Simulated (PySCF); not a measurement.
Sn (SMILES [Sn]), triplet (all electrons, no relativity); M062X/3-21G in PySCF.

PySCF was given this input:
```python
from pyscf import gto, scf, dft

mol = gto.M(
    atom='''
Sn    0.00000000    0.00000000    0.00000000
''',
    basis='3-21g',
    spin=2,
    verbose=4,
)

mf = dft.UKS(mol)
mf.xc = 'm062x'
mf.grids.atom_grid = (75, 302)
mf.kernel()
mf.analyze()
```

Question: What does PySCF print? Leave out banner, timings and long lists.

Answer: 
```
PySCF version 2.14.0

[INPUT] verbose = 4
[INPUT] num. atoms = 1
[INPUT] num. electrons = 50
[INPUT] charge = 0
[INPUT] spin (= nelec alpha-beta = 2S) = 2
[INPUT] symmetry False subgroup None
[INPUT] Mole.unit = angstrom
[INPUT] Symbol           X                Y                Z      unit          X                Y                Z       unit  Magmom
[INPUT]  1 Sn     0.000000000000   0.000000000000   0.000000000000 AA    0.000000000000   0.000000000000   0.000000000000 Bohr   0.0

nuclear repulsion = 0
number of shells = 13
number of NR pGTOs = 81
number of NR cGTOs = 31
basis = 3-21g
ecp = {}

******** <class 'pyscf.dft.uks.UKS'> ********
method = UKS
initial guess = minao
damping factor = 0
level_shift factor = 0
DIIS = <class 'pyscf.scf.diis.CDIIS'>
diis_start_cycle = 1
diis_space = 8
diis_damp = 0
SCF conv_tol = 1e-09
SCF conv_tol_grad = None
SCF max_cycles = 50
direct_scf = True
direct_scf_tol = 1e-13
number electrons alpha = 26  beta = 24
XC library pyscf.dft.libxc version 7.1.2
    S. Lehtola, C. Steigemann, M. J. T. Oliveira, and M. A. L. Marques,  SoftwareX 7, 1–5 (2018)
XC functionals = m062x
    Y. Zhao and D. G. Truhlar,  Theor. Chem. Acc. 120, 215 (2008)
    Y. Zhao and D. G. Truhlar,  Theor. Chem. Acc. 120, 215 (2008)
radial grids:
    Treutler-Ahlrichs [JCP 102, 346 (1995); DOI:10.1063/1.469408] (M4) radial grids

becke partition: Becke, JCP 88, 2547 (1988); DOI:10.1063/1.454033
pruning grids: <function nwchem_prune>
grids dens level: 3
symmetrized grids: False
atomic radii adjust function: <function treutler_atomic_radii_adjust>
User specified grid scheme (75, 302)
small_rho_cutoff = 0
Set gradient conv threshold to 3.16228e-05
tot grids = 13296
init E= -5985.98292659499

cycle= 1 E= -5999.09490406603  delta_E= -13.1  |g|= 0.0667  |ddm|= 0.964
cycle= 2 E= -5999.09908016785  delta_E= -0.00418  |g|= 0.00941  |ddm|= 0.222
cycle= 3 E= -5999.09929672872  delta_E= -0.000217  |g|= 0.002  |ddm|= 0.0539
cycle= 4 E= -5999.09930487862  delta_E= -8.15e-06  |g|= 0.000232  |ddm|= 0.0128
cycle= 5 E= -5999.09930494957  delta_E= -7.09e-08  |g|= 1.27e-05  |ddm|= 0.000999
cycle= 6 E= -5999.09930494981  delta_E= -2.44e-10  |g|= 7.07e-07  |ddm|= 6.69e-05
Extra cycle  E= -5999.09930494981  delta_E= 3.64e-12  |g|= 1.5e-07  |ddm|= 3.41e-06
converged SCF energy = -5999.09930494981  <S^2> = 2.0007977  2S+1 = 3.0005318
**** SCF Summaries ****
Total Energy =                       -5999.099304949810175
Nuclear Repulsion Energy =               0.000000000000000
One-electron Energy =                -8274.873674789590950
Two-electron Energy =                 2275.774369839780320
Two-electron Coulomb Energy =         2437.304040711205289
DFT Exchange-Correlation Energy =     -161.529670871424855
**** MO energy ****
                             alpha | beta                alpha | beta
MO #1   energy= -1028.12206715762  | -1028.12021652764  occ= 1 | 1
MO #2   energy= -153.432067106548  | -153.430679609707  occ= 1 | 1
MO #3   energy= -143.100438051851  | -143.099690600759  occ= 1 | 1
MO #4   energy= -143.099873262452  | -143.097667456102  occ= 1 | 1
MO #5   energy= -143.099873262394  | -143.09766745586   occ= 1 | 1
MO #6   energy= -30.1554271947999  | -30.1525647333882  occ= 1 | 1
MO #7   energy= -25.791092748009   | -25.7897986363357  occ= 1 | 1
MO #8   energy= -25.7889301167714  | -25.784551751705   occ= 1 | 1
MO #9   energy= -25.7889301166042  | -25.7845517511476  occ= 1 | 1
MO #10  energy= -18.3396027703704  | -18.3384722615336  occ= 1 | 1
MO #11  energy= -18.3387250838051  | -18.3373075487964  occ= 1 | 1
MO #12  energy= -18.3387250835364  | -18.3373075484204  occ= 1 | 1
MO #13  energy= -18.3361052006038  | -18.3338082915509  occ= 1 | 1
MO #14  energy= -18.3361052006029  | -18.3338082915508  occ= 1 | 1
MO #15  energy= -4.99853528418221  | -4.99333452283459  occ= 1 | 1
MO #16  energy= -3.51824971241259  | -3.5166563156257   occ= 1 | 1
MO #17  energy= -3.5093471867423   | -3.50189786105516  occ= 1 | 1
MO #18  energy= -3.50934718627091  | -3.50189785982038  occ= 1 | 1
MO #19  energy= -1.22542604064802  | -1.22136093062988  occ= 1 | 1
MO #20  energy= -1.2208896686463   | -1.21693358091125  occ= 1 | 1
MO #21  energy= -1.22088966642954  | -1.21693357986081  occ= 1 | 1
MO #22  energy= -1.21281432406689  | -1.203691335698    occ= 1 | 1
MO #23  energy= -1.21281432378578  | -1.20369133569768  occ= 1 | 1
MO #24  energy= -0.459510348516845 | -0.370955195954658 occ= 1 | 1
MO #25  energy= -0.208535979025376 | -0.0777857974028582 occ= 1 | 0
MO #26  energy= -0.208535964009608 | -0.0484290452596193 occ= 1 | 0
MO #27  energy= -0.082856113866065 | -0.0484290421817846 occ= 0 | 0
MO #28  energy= 0.220625822687843  | 0.199312030844545  occ= 0 | 0
MO #29  energy= 0.285928662962804  | 0.267063468764857  occ= 0 | 0
MO #30  energy= 0.285928694836511  | 0.268462908345764  occ= 0 | 0
MO #31  energy= 0.301701372796785  | 0.268462908959477  occ= 0 | 0

To work with the spin densities directly, `use mulliken_meta_spin()` only printing them here.

 ** Mulliken spin pop alpha/beta on meta-lowdin orthogonal AOs **
 ** Mulliken Spin Density (per AO)  **
spin_pop of  0 Sn 1s        0.00000
spin_pop of  0 Sn 2s        0.00000
spin_pop of  0 Sn 3s        0.00001
spin_pop of  0 Sn 4s        0.00004
spin_pop of  0 Sn 5s        0.00341
spin_pop of  0 Sn 6s       -0.00347
spin_pop of  0 Sn 2px       0.00000
spin_pop of  0 Sn 2py       0.00000
spin_pop of  0 Sn 2pz       0.00000
spin_pop of  0 Sn 3px       0.00003
spin_pop of  0 Sn 3py       0.00003
spin_pop of  0 Sn 3pz       0.00000
spin_pop of  0 Sn 4px       0.00012
spin_pop of  0 Sn 4py       0.00012
spin_pop of  0 Sn 4pz      -0.00000
spin_pop of  0 Sn 5px       0.99759
spin_pop of  0 Sn 5py       0.95807
spin_pop of  0 Sn 5pz       0.04341
spin_pop of  0 Sn 6px       0.00031
spin_pop of  0 Sn 6py       0.00030
spin_pop of  0 Sn 6pz       0.00001
spin_pop of  0 Sn 3dxy      0.00000
spin_pop of  0 Sn 3dyz      0.00000
spin_pop of  0 Sn 3dz^2     0.00000
spin_pop of  0 Sn 3dxz      0.00000
spin_pop of  0 Sn 3dx2-y2    0.00000
spin_pop of  0 Sn 4dxy      0.00000
spin_pop of  0 Sn 4dyz      0.00000
spin_pop of  0 Sn 4dz^2     0.00001
spin_pop of  0 Sn 4dxz      0.00000
spin_pop of  0 Sn 4dx2-y2    0.00000
 ** Mulliken Spin Density (per atom)  **
spin density of  0 Sn =      2.00000
 ** Mulliken pop alpha/beta on meta-lowdin orthogonal AOs **
 ** Mulliken pop       alpha | beta **
pop of  0 Sn 1s        1.00000 | 1.00000
pop of  0 Sn 2s        0.99999 | 0.99998
pop of  0 Sn 3s        0.99990 | 0.99989
pop of  0 Sn 4s        0.99956 | 0.99952
pop of  0 Sn 5s        0.99781 | 0.99441
pop of  0 Sn 6s        0.00274 | 0.00622
pop of  0 Sn 2px       1.00000 | 0.99999
pop of  0 Sn 2py       1.00000 | 0.99999
pop of  0 Sn 2pz       0.99999 | 0.99999
pop of  0 Sn 3px       0.99995 | 0.99992
pop of  0 Sn 3py       0.99995 | 0.99992
pop of  0 Sn 3pz       0.99992 | 0.99992
pop of  0 Sn 4px       0.99980 | 0.99968
pop of  0 Sn 4py       0.99980 | 0.99968
pop of  0 Sn 4pz       0.99963 | 0.99963
pop of  0 Sn 5px       0.99774 | 0.00015
pop of  0 Sn 5py       0.95821 | 0.00015
pop of  0 Sn 5pz       0.04358 | 0.00017
pop of  0 Sn 6px       0.00057 | 0.00026
pop of  0 Sn 6py       0.00056 | 0.00026
pop of  0 Sn 6pz       0.00029 | 0.00028
pop of  0 Sn 3dxy      1.00000 | 1.00000
pop of  0 Sn 3dyz      1.00000 | 1.00000
pop of  0 Sn 3dz^2     1.00000 | 1.00000
pop of  0 Sn 3dxz      1.00000 | 1.00000
pop of  0 Sn 3dx2-y2    1.00000 | 1.00000
pop of  0 Sn 4dxy      1.00000 | 1.00000
pop of  0 Sn 4dyz      1.00000 | 1.00000
pop of  0 Sn 4dz^2     1.00000 | 0.99999
pop of  0 Sn 4dxz      1.00000 | 1.00000
pop of  0 Sn 4dx2-y2    1.00000 | 1.00000
In total            26.00000 | 24.00000
 ** Mulliken atomic charges   ( Nelec_alpha | Nelec_beta ) **
charge of  0Sn =      0.00000  (    26.00000     24.00000 )
Dipole moment(X, Y, Z, Debye):  0.00000,  0.00000, -0.00000
```
